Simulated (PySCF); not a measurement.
## Rotational lines of AuH

Lines J+1 ← J of the vibrational ground state, computed from RHF-CCSD(T) constants of AuH, ¹Σ⁺ (singlet), closed shell (PySCF, scalar-relativistic core potentials, basis sets H def2-TZVPP, Au def2-TZVPP with ECP60; masses 1.0078 and 196.9666 u), in MHz:

```
J  ν (MHz)
2  1286279
3  1714059
4  2140998
5  2566886
6  2991514
```

Question: Find B0 and the effective bond length r0; with αe = 0.206 cm⁻¹, find Re.

Answer: ν = 2B0(J+1) − 4D(J+1)³ gives B0 = 7.1562 cm⁻¹. With the reduced mass μred = 1.0027 u, r0 = √(16.8576/(μred·B0)) (u, cm⁻¹, Å) = 1.5328 Å. Be = B0 + αe/2 = 7.2592 cm⁻¹ gives Re = 1.522 Å.

Correlated steps freeze no core orbitals. Spin–orbit coupling is left out. Where the molecule has an RHF reference, its open-shell atoms are computed with UHF. The CCSD T1 diagnostic is raised, a sign that a single reference may not be enough here.
